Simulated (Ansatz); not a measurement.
`CCCCCCCCCC` with charge -1. Total charge -1; doublet. Geometry PBE-D4/def2-SVP, that of the neutral singlet; atoms count from 1.

Cartesian coordinates in Å:
```
C -3.775 -3.617 -1.254
C -2.529 -2.733 -1.319
C -2.454 -1.696 -0.194
C -1.212 -0.803 -0.251
C -1.142 0.223 0.885
C 0.051 1.186 0.815
C 1.423 0.514 0.964
C 2.605 1.488 1.058
C 2.851 2.331 -0.199
C 4.081 3.233 -0.088
H -3.819 -4.182 -0.299
H -3.799 -4.356 -2.080
H -4.703 -3.011 -1.320
H -2.492 -2.209 -2.300
H -1.616 -3.369 -1.288
H -2.486 -2.218 0.790
H -3.368 -1.058 -0.220
H -0.304 -1.446 -0.239
H -1.186 -0.269 -1.229
H -1.123 -0.315 1.861
H -2.084 0.815 0.889
H 0.007 1.745 -0.146
H -0.057 1.953 1.614
H 1.597 -0.183 0.114
H 1.408 -0.123 1.877
H 3.529 0.913 1.288
H 2.452 2.169 1.928
H 2.962 1.651 -1.075
H 1.956 2.953 -0.417
H 5.003 2.640 0.086
H 4.238 3.832 -1.008
H 3.984 3.943 0.760
```

The highest occupied level of the charge -1 doublet lies above zero (up to 3.30 eV). By energy differences it is unbound by 2.28 eV (vertical, against the charge 0 singlet, at PBE0-D4/def2-TZVP) and held by the finite basis.

Problem. Estimate the Mulliken populations of the heavy atoms from the PBE0/def2-TZVP orbitals of Ansatz.

Solution. 
| atom | charge (e) | spin (α − β) |
| --- | --- | --- |
| C1 | 0.15 | -0.49 |
| C2 | 0.01 | -0.13 |
| C3 | 0.10 | -0.27 |
| C4 | -0.29 | 0.08 |
| C5 | -0.13 | 0.00 |
| C6 | -0.11 | -0.07 |
| C7 | -0.29 | 0.11 |
| C8 | 0.14 | -0.28 |
| C9 | -0.14 | -0.03 |
| C10 | 0.19 | -0.53 |
Mulliken values depend strongly on the basis.

Problem. Where does the spin sit?

Solution. Summed by element: C -1.63, H 2.63, of 1 unpaired in all. Largest on single atoms: C10 -0.53, C1 -0.49, C8 -0.28.

Problem. And the Mayer bond orders between heavy atoms (over 0.3)?

Solution. C1–C2 1.17 (1.53 Å); C1–C10 0.46 (10.49 Å); C2–C3 1.12 (1.53 Å); C3–C4 0.96 (1.53 Å); C4–C5 1.04 (1.53 Å); C5–C6 0.97 (1.53 Å); C6–C7 1.01 (1.53 Å); C7–C8 0.91 (1.53 Å); C8–C9 1.05 (1.53 Å); C9–C10 1.07 (1.53 Å).
